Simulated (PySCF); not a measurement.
Zn(F)(Et) (C2H5FZn), SMILES [F][Zn][CH2]C.

The structure is a stationary point at B3LYP-D3(BJ)/def2-SVP. The structure was generated by enumeration; whether it is a known compound was not checked. Other conformers were not sampled.

All values below come from C-PCM-B3LYP/def2-SVP (PySCF).

The values are the electrostatic part of the solvation free energy, E(continuum) − E(gas) at the gas-phase geometry, in a cavity of scaled van der Waals radii (PySCF's table); cavitation and dispersion terms are not included. A continuum can't describe solvent molecules that bind to the metal. In vacuum the orbital gap is 7.03 eV. The dipole moment in vacuum is 2.63 D.

Computed values in water (ε = 78.36), acetonitrile (ε = 35.69), chloroform (ε = 4.71):
```csv
solvent,ε,ΔG(elec) (kcal/mol),dipole (D),gap (eV)
water,78.36,-13.9,2.51,6.94
acetonitrile,35.69,-13.7,2.51,6.94
chloroform,4.71,-10.8,2.57,6.96
```
